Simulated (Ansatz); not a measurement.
```xyz
2

Cr    0.0000    0.0000    0.0000
Cu    0.0000    0.0000    4.6000
```

Basis set: pcseg-2 (spherical functions). Some runs use density fitting. Charge 0, multiplicity 6.

Computed with Ansatz (development build ahead of 0.2.0); each method stands on the lowest determinant of its kind that the runs found.

The atomization energy at this shape (free ground-state atoms in the same class of orbitals less the molecule, no zero-point energy) of sextet CrCu:

| method | atomization energy |
| --- | --- |
| PBE (unrestricted) | 0.13 eV |

(1) What does PBE0 (unrestricted) give?

Results:

(1) 0.08 eV. Caution: other spin multiplicities were not run; the shape is not the minimum; the unrestricted determinant is a mixture of spin states.
